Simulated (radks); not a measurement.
Trend from Zr+ to Cd+: ionisation energy by Delta-SCF between NIST ground configurations, and size. Method: non-relativistic Kohn-Sham, BLYP, spin-polarised, spherical densities, point nucleus; open shells are filled with parallel spins first (spin-orbit coupling, left out, can overturn this in heavy ions); computed with a radial shooting solver on a logarithmic mesh with Libxc functionals.

species  configuration  IE (eV)  NIST (eV)       kind  -e(HOMO) (eV)  outermost  <r> outermost (bohr)
Zr+       [Kr] 4d2 5s1   13.049     13.130       exp.    10.088 (5s)         5s                  3.43
Nb+           [Kr] 4d4   14.881     14.320  semi-emp.    10.037 (4d)         4d                  2.02
Mo+           [Kr] 4d5   16.472       16.2  semi-emp.    11.290 (4d)         4d                  1.85
Tc+       [Kr] 4d5 5s1   14.877     15.260  semi-emp.    11.486 (5s)         5s                  3.05
Ru+           [Kr] 4d7   17.014       16.8  semi-emp.    11.594 (4d)         4d                  1.66
Rh+           [Kr] 4d8   18.770     18.080  semi-emp.    13.030 (4d)         4d                  1.55
Pd+           [Kr] 4d9   20.488       19.4  semi-emp.    14.436 (4d)         4d                  1.46
Ag+          [Kr] 4d10   22.172     21.484       exp.    15.817 (4d)         4d                  1.38
Cd+      [Kr] 4d10 5s1   16.615     16.908       exp.    12.768 (5s)         5s                  2.74

Reference values: NIST Atomic Spectra Database (exp. = measured, semi-emp. = semi-empirical, theory = theoretical value adopted there). Relativity is left out here, which matters for elements this heavy. Open shells are spherical and high-spin; term and fine-structure splittings are not resolved.
